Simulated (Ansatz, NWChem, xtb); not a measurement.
## PbO (SMILES [O][Pb]): the vertical energy of the triplet above the singlet, rung by rung

The species is PbO (2 atoms), meant as a singlet with charge 0. SMILES: `[O][Pb]`. Geometry: the measured bond length.

| atom | x (Å) | y (Å) | z (Å) |
| --- | --- | --- | --- |
| O | 0.0000 | 0.0000 | 0.0000 |
| Pb | 0.0000 | 0.0000 | 1.9218 |

Each level gives the vertical energy of the triplet above the singlet (eV). The values are calculated.

```tsv
level	kind	program	value (eV)	less CCSD(T)/def2-TZVP	CPU time (all runs)
GFN0-xTB	semi-empirical	xtb	4.02	+1.25	under 2 s
SVWN5/def2-TZVP (core potential)	LDA	NWChem	3.25	+0.48	47 s
BLYP/def2-TZVP (core potential)	GGA	Ansatz	2.97	+0.20	13 s
TPSS/def2-TZVP (core potential)	meta-GGA	NWChem	2.88	+0.11	1.8 min
BHLYP/def2-TZVP (core potential)	global hybrid	Ansatz	1.85	-0.92	9.3 s
r2SCAN0/def2-TZVP (core potential)	hybrid meta-GGA	Ansatz	2.03	-0.74	22 s
CAM-B3LYP/def2-TZVP (core potential)	range-separated hybrid	Ansatz	2.35	-0.42	11 s
PBE-QIDH/def2-TZVP (core potential)	double hybrid	Ansatz	2.55	-0.22	10 s
RPA@PBE0/def2-TZVP (core potential)	RPA	Ansatz	2.53	-0.24	14 s
CCSD(T)/def2-TZVP (core potential)	coupled cluster or CI	Ansatz	2.77	0.00	16 s
```

CCSD(T)/def2-TZVP (core potential) is the highest level here, not the true value. Spin-orbit coupling, which can split open shells on such heavy atoms by tenths of an eV, is left out. The values span 1.85 to 4.02 eV. The xTB rows lack spin polarisation, so open shells miss the exchange term that lowers them. Times are those of the runs behind each value, whatever else they computed, on shared processors of several kinds: orders of magnitude only.
